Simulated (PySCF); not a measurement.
CH3BFN.
Bonds: C1–N2 (triple), N2–B3, B3–F4. Hydrogens: H5 on C1; H6, H7 on B3.

A GFN2-xTB structure with every atom displaced at random (by about 0.01 Å) was refined with PBE0-D3(BJ)/def2-SVP geometry optimisation, gas phase in PySCF. Values at the start:

| coordinate | start |
| --- | --- |
| C1≡N2 | 1.155 Å |
| C1–H5 | 1.051 Å |
| N2–B3 | 1.510 Å |
| B3–F4 | 1.351 Å |
| B3–H6 | 1.205 Å |
| C1–N2–B3 | 175.9° |
| N2–C1–H5 | 177.5° |
| N2–B3–F4 | 104.5° |
| N2–B3–H6 | 104.0° |
| F4–B3–H6 | 112.4° |
| H6–B3–H7 | 115.0° |

Q: How do these coordinates change at the PBE0-D3(BJ)/def2-SVP level?

A: 
```json
{"coordinate": "N2–B3", "PBE0-D3(BJ)/def2-SVP (Å or °)": "1.614", "change": "+0.104"}
{"coordinate": "C1–H5", "PBE0-D3(BJ)/def2-SVP (Å or °)": "1.081", "change": "+0.030"}
{"coordinate": "B3–F4", "PBE0-D3(BJ)/def2-SVP (Å or °)": "1.378", "change": "+0.027"}
{"coordinate": "B3–H6", "PBE0-D3(BJ)/def2-SVP (Å or °)": "1.228", "change": "+0.023"}
{"coordinate": "C1≡N2", "PBE0-D3(BJ)/def2-SVP (Å or °)": "1.146", "change": "-0.009"}
{"coordinate": "F4–B3–H6", "PBE0-D3(BJ)/def2-SVP (Å or °)": "115.7", "change": "+3.3"}
{"coordinate": "N2–B3–H6", "PBE0-D3(BJ)/def2-SVP (Å or °)": "101.2", "change": "-2.8"}
{"coordinate": "C1–N2–B3", "PBE0-D3(BJ)/def2-SVP (Å or °)": "178.3", "change": "+2.4"}
{"coordinate": "N2–C1–H5", "PBE0-D3(BJ)/def2-SVP (Å or °)": "179.9", "change": "+2.4"}
{"coordinate": "N2–B3–F4", "PBE0-D3(BJ)/def2-SVP (Å or °)": "106.1", "change": "+1.6"}
{"coordinate": "H6–B3–H7", "PBE0-D3(BJ)/def2-SVP (Å or °)": "114.0", "change": "-1.0"}
```

The energy falls by 3.9 kcal/mol over 13 energy and gradient evaluations, the largest force component goes from 0.0420 to 3.0e-04 Eh/bohr, and the atoms move by 0.091 Å rms after alignment. The bond that changes most is N2–B3 (ends: nitrogen bonded to B and C; four-coordinate boron), which lengthens by 0.104 Å. Bonds longer at the end by more than 0.005 Å: 5 of 6; shorter: 1. Rotational constants go from 31039, 4967, 4436 to 32255, 4452, 4046 MHz.

The run used 71 basis functions and 84 SCF cycles in all. Time: 16 s of wall time; peak memory 0.31 GiB. Hardware: Arm Neoverse V1, one thread, no GPU, shared host with 32 logical CPUs at a one-minute load of 8.5.

Not checked by PBE0-D3(BJ)/def2-SVP frequencies.
